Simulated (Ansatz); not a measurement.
The same group exchange along the group Ti, Zr, Hf.

Computed with Ansatz on PBE0-D4/def2-TZVP structures; ΔE is electronic, products minus reactants. CCSD(T)/CBS adds triple-zeta CCSD(T) − MP2 to the extrapolated MP2 energy (def2 sets, frozen cores). This one scheme is used for every species. DFT in def2-TZVPP. B3LYP here is the variant with VWN-RPA as its local correlation; programs differ in this. def2 core potentials past Kr. For Hf, Ti, Zr outer-core shells are correlated without core-valence functions, which leaves a few kJ/mol of doubt a bond. Scalar relativity is left out up to krypton. Each species was taken in one conformer, which may not be the lowest.

| reaction | CCSD/CBS(def2) (eV) | B3LYP-D4 (eV) |
| --- | --- | --- |
| `[OH][Ti]12345678([Cl])([C@H]9[C@@H]1[C@@H]2[C@@H]3[C@H]94)[C@H]1[C@@H]5[C@@H]6[C@@H]7[C@H]18` + CH₄ → `[CH3][Ti]12345678([OH])([C@H]9[C@@H]1[C@@H]2[C@@H]3[C@H]94)[C@H]1[C@@H]5[C@@H]6[C@@H]7[C@H]18` + HCl | 1.76 | 1.92 |
| `[OH][Zr]12345678([Cl])([C@H]9[C@@H]1[C@@H]2[C@@H]3[C@H]94)[C@H]1[C@@H]5[C@@H]6[C@@H]7[C@H]18` + CH₄ → `[CH3][Zr]12345678([OH])([C@H]9[C@@H]1[C@@H]2[C@@H]3[C@H]94)[C@H]1[C@@H]5[C@@H]6[C@@H]7[C@H]18` + HCl | 2.15 | 2.22 |
| `[OH][Hf]12345678([Cl])([C@H]9[C@@H]1[C@@H]2[C@@H]3[C@H]94)[C@H]1[C@@H]5[C@@H]6[C@@H]7[C@H]18` + CH₄ → `[CH3][Hf]12345678([OH])([C@H]9[C@@H]1[C@@H]2[C@@H]3[C@H]94)[C@H]1[C@@H]5[C@@H]6[C@@H]7[C@H]18` + HCl | 2.14 | 2.20 |

**Question.** Give the CCSD(T)/CBS values in the same order. (An estimate is asked.)

**Answer.** The calculation gave: 1.83, 2.15, 2.13 eV.

Largest T1 diagnostic: 0.019, for `[OH][Ti]12345678([Cl])([C@H]9[C@@H]1[C@@H]2[C@@H]3[C@H]94)[C@H]1[C@@H]5[C@@H]6[C@@H]7[C@H]18`.
